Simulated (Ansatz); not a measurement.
`F[SiH](Cl)O[SiH3]` + H–F → `F[SiH](F)O[SiH3]` + HCl at 700 K and 1 bar (ligand exchange at the Si–Cl bond).

Gas-phase electronic energies from Ansatz, PBE0-D4/def2-TZVP geometries. CCSD(T)/CBS adds triple-zeta CCSD(T) − MP2 to the extrapolated MP2 energy (def2 sets, frozen cores). This one scheme is used for every species. One conformer a species, not always the lowest.

| species | CCSD(T)/CBS energy (Eh) | H − E (kJ/mol) | S (J/(mol·K)) |
| --- | --- | --- | --- |
| `F[SiH](Cl)O[SiH3]` | -1215.52253 | 193.8 | 499.2 |
| H–F | -100.39570 | 45.2 | 198.5 |
| `F[SiH](F)O[SiH3]` | -855.55648 | 195.3 | 488.8 |
| HCl | -460.38127 | 38.4 | 211.8 |

H − E and S are ideal-gas, rigid-rotor, harmonic terms from PBE0-D4/def2-TZVP, for one conformer and one mirror image of each species. 1 Eh = 2625.50 kJ/mol, R = 8.31446 J/(mol·K).

Q: By hand: ΔE, ΔH, ΔS and ΔG.

A: ΔE = (-855.55648) + (-460.38127) − (-1215.52253) − (-100.39570) = -0.01952 Eh = -51.2 kJ/mol. Δ(H − E) = 195.3 + 38.4 − 193.8 − 45.2 = -5.3, so ΔH = -56.5 kJ/mol. ΔS = 488.8 + 211.8 − 499.2 − 198.5 = 2.9 J/(mol·K). ΔG = -56.5 − 700 × (2.9)/1000 = -58.5 kJ/mol.

Q: By hand: the equilibrium constant, and the temperature at which ΔG would vanish if ΔH and ΔS stayed fixed.

A: log₁₀ K = −ΔG/(RT ln 10) = 4.4. ΔH and −TΔS have one sign here, so there is no such temperature. One of them is within its doubt of zero, so this could turn.

The number of gas molecules stays the same, so ΔS is small and ΔH decides. A doubt of 5 kJ/mol in ΔE shifts log₁₀ K by 0.4 here. Other conformers and mirror images would add mixing entropy, several J/(mol·K) or more a flexible species. Modes under 60 cm⁻¹, often nearly free rotors, make the harmonic entropy too high. These are equilibria of isolated gas molecules and say nothing of rates. Largest T1 diagnostic: 0.012 (customary marks: 0.02 for closed shells, 0.045 for open ones).
